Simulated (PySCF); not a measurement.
**input.py for ZnC**

Input:

```python
from pyscf import gto, dft

mol = gto.M(
    atom='Zn 0 0 0; C 0 0 1.995',
    basis='jorge-dzp-dkh',
    charge=0,
    spin=2,
    verbose=4,
)
mf = dft.UKS(mol, xc='r2scan')
mf = mf.sfx2c1e()
mf.kernel()
mf.analyze()
print('orbital energies (hartree):', [e[max(0, n-3):n+3].round(4) for e, n in zip(mf.mo_energy, mol.nelec)])
```

```bash
$ OMP_NUM_THREADS=1 python input.py
```

The log (some set-up lines and the per-cycle HOMO/LUMO lines with their warnings removed):

```
PySCF version 2.14.0

[INPUT] verbose = 4
[INPUT] num. atoms = 2
[INPUT] num. electrons = 36
[INPUT] charge = 0
[INPUT] spin (= nelec alpha-beta = 2S) = 2
[INPUT] symmetry False subgroup None
[INPUT] Mole.unit = angstrom
[INPUT] Symbol           X                Y                Z      unit          X                Y                Z       unit  Magmom
[INPUT]  1 Zn     0.000000000000   0.000000000000   0.000000000000 AA    0.000000000000   0.000000000000   0.000000000000 Bohr   0.0
[INPUT]  2 C      0.000000000000   0.000000000000   1.995000000000 AA    0.000000000000   0.000000000000   3.770003618507 Bohr   0.0

nuclear repulsion = 47.7453122634587
number of shells = 24
number of NR pGTOs = 112
number of NR cGTOs = 58
basis = jorge-dzp-dkh
ecp = {}

******** <class 'pyscf.x2c.sfx2c1e.sfX2C1eUKS'> ********
method = sfX2C1eUKS
initial guess = minao
damping factor = 0
level_shift factor = 0
DIIS = <class 'pyscf.scf.diis.CDIIS'>
diis_start_cycle = 1
diis_space = 8
diis_damp = 0
SCF conv_tol = 1e-09
SCF conv_tol_grad = None
SCF max_cycles = 50
direct_scf = True
direct_scf_tol = 1e-13
number electrons alpha = 19  beta = 17
XC library pyscf.dft.libxc version 7.0.0
    S. Lehtola, C. Steigemann, M. J.T. Oliveira, and M. A.L. Marques.,  SoftwareX 7, 1–5 (2018)
XC functionals = r2scan
    J. W. Furness, A. D. Kaplan, J. Ning, J. P. Perdew, and J. Sun.,  J. Phys. Chem. Lett. 11, 8208-8215 (2020)
    J. W. Furness, A. D. Kaplan, J. Ning, J. P. Perdew, and J. Sun.,  J. Phys. Chem. Lett. 11, 9248-9248 (2020)
    J. W. Furness, A. D. Kaplan, J. Ning, J. P. Perdew, and J. Sun.,  J. Phys. Chem. Lett. 11, 8208-8215 (2020)
    J. W. Furness, A. D. Kaplan, J. Ning, J. P. Perdew, and J. Sun.,  J. Phys. Chem. Lett. 11, 9248-9248 (2020)
radial grids:
    Treutler-Ahlrichs [JCP 102, 346 (1995); DOI:10.1063/1.469408] (M4) radial grids

becke partition: Becke, JCP 88, 2547 (1988); DOI:10.1063/1.454033
pruning grids: <function nwchem_prune>
grids dens level: 3
symmetrized grids: False
atomic radii adjust function: <function treutler_atomic_radii_adjust>
small_rho_cutoff = 0

******** <class 'pyscf.x2c.sfx2c1e.SpinFreeX2CHelper'> ********
approx = 1e
xuncontract = 1
Set gradient conv threshold to 3.16228e-05
tot grids = 34760
init E= -1833.54530894992

cycle= 1 E= -1833.46675357797  delta_E= 0.0786  |g|= 0.59  |ddm|= 1.25
cycle= 2 E= -1832.60610866459  delta_E= 0.861  |g|= 1.39  |ddm|= 1.56
cycle= 3 E= -1833.47035757591  delta_E= -0.864  |g|= 0.361  |ddm|= 1.59
cycle= 4 E= -1833.57056858977  delta_E= -0.1  |g|= 0.125  |ddm|= 0.642
cycle= 5 E= -1833.58046611636  delta_E= -0.0099  |g|= 0.0353  |ddm|= 0.118
cycle= 6 E= -1833.58218923104  delta_E= -0.00172  |g|= 0.00761  |ddm|= 0.079
cycle= 7 E= -1833.58264333771  delta_E= -0.000454  |g|= 0.00714  |ddm|= 0.0509
cycle= 8 E= -1833.58348394238  delta_E= -0.000841  |g|= 0.0039  |ddm|= 0.125
cycle= 9 E= -1833.58366635591  delta_E= -0.000182  |g|= 0.00184  |ddm|= 0.0849
cycle= 10 E= -1833.58366694171  delta_E= -5.86e-07  |g|= 0.00107  |ddm|= 0.0161
cycle= 11 E= -1833.58367065529  delta_E= -3.71e-06  |g|= 0.000122  |ddm|= 0.00944
cycle= 12 E= -1833.58367067004  delta_E= -1.48e-08  |g|= 4.64e-05  |ddm|= 0.0011
cycle= 13 E= -1833.58367067677  delta_E= -6.73e-09  |g|= 9.62e-06  |ddm|= 0.000571
cycle= 14 E= -1833.58367067737  delta_E= -5.98e-10  |g|= 3.57e-06  |ddm|= 0.000198
Extra cycle  E= -1833.58367067742  delta_E= -5.14e-11  |g|= 4.24e-06  |ddm|= 1.86e-05
converged SCF energy = -1833.58367067742  <S^2> = 2.2566413  2S+1 = 3.1664752
**** SCF Summaries ****
Total Energy =                       -1833.583670677420059
Nuclear Repulsion Energy =              47.745312263458651
One-electron Energy =                -2648.614552135085432
Two-electron Energy =                  767.285569194206687
Two-electron Coulomb Energy =          844.608061191956040
DFT Exchange-Correlation Energy =      -77.322491997749324
**** MO energy ****
                             alpha | beta                alpha | beta
[8 lines left out]
MO #9   energy= -3.18927492739672  | -3.18915963917233  occ= 1 | 1
MO #10  energy= -3.18927492738371  | -3.18915963916025  occ= 1 | 1
MO #11  energy= -0.562579116167026 | -0.465085939348709 occ= 1 | 1
MO #12  energy= -0.411513321217795 | -0.409846010010748 occ= 1 | 1
MO #13  energy= -0.411513321207951 | -0.409846010005058 occ= 1 | 1
MO #14  energy= -0.405911770167059 | -0.406360674743703 occ= 1 | 1
MO #15  energy= -0.405578954231326 | -0.40635906465884  occ= 1 | 1
MO #16  energy= -0.40557754715004  | -0.382850061499401 occ= 1 | 1
MO #17  energy= -0.261304440548169 | -0.232731800269259 occ= 1 | 1
MO #18  energy= -0.206075536911562 | -0.10622898301998  occ= 1 | 0
MO #19  energy= -0.206075536899835 | -0.0871419797350139 occ= 1 | 0
MO #20  energy= -0.131836502227101 | -0.0871419797334298 occ= 0 | 0
MO #21  energy= -0.0143192189131859 | 0.0167564948839684 occ= 0 | 0
MO #22  energy= -0.0143192189016329 | 0.0167564948914492 occ= 0 | 0
[36 lines left out]

To work with the spin densities directly, `use mulliken_meta_spin()` only printing them here.

 ** Mulliken spin pop alpha/beta on meta-lowdin orthogonal AOs **
 ** Mulliken Spin Density (per AO)  **
 ** Mulliken Spin Density (per atom)  **
spin density of  0 Zn =     -0.31346
spin density of  1 C =      2.31346
 ** Mulliken pop alpha/beta on meta-lowdin orthogonal AOs **
 ** Mulliken pop       alpha | beta **
pop of  0 Zn 1s        1.00000 | 1.00000
pop of  0 Zn 2s        0.99998 | 0.99998
pop of  0 Zn 3s        1.00000 | 1.00000
pop of  0 Zn 4s        0.50032 | 0.85198
pop of  0 Zn 5s        0.00736 | 0.00624
pop of  0 Zn 6s        0.00019 | 0.00018
pop of  0 Zn 7s        0.00003 | 0.00002
pop of  0 Zn 8s        0.00001 | 0.00001
pop of  0 Zn 2px       1.00000 | 1.00000
pop of  0 Zn 2py       1.00000 | 1.00000
pop of  0 Zn 2pz       0.99999 | 0.99999
pop of  0 Zn 3px       0.99999 | 0.99999
[46 lines left out]
In total            19.00000 | 17.00000
 ** Mulliken atomic charges   ( Nelec_alpha | Nelec_beta ) **
charge of  0Zn =      0.57134  (    14.55760     14.87106 )
charge of  1C =     -0.57134  (     4.44240      2.12894 )
Dipole moment(X, Y, Z, Debye):  0.00000, -0.00000, -2.75700
orbital energies (hartree): [array([-0.2613, -0.2061, -0.2061, -0.1318, -0.0143, -0.0143]), array([-0.4064, -0.3829, -0.2327, -0.1062, -0.0871, -0.0871])]
```

In short: E(SCF) = -1833.583671 Eh, 14 cycles, ⟨S²⟩ = 2.257, μz(SCF) = -2.76 D.

Run time: 6.7 s on 1 thread of Arm Neoverse V2 (shared host).

The bond length is a typed value, not an optimised one. No search for the lowest solution was made.
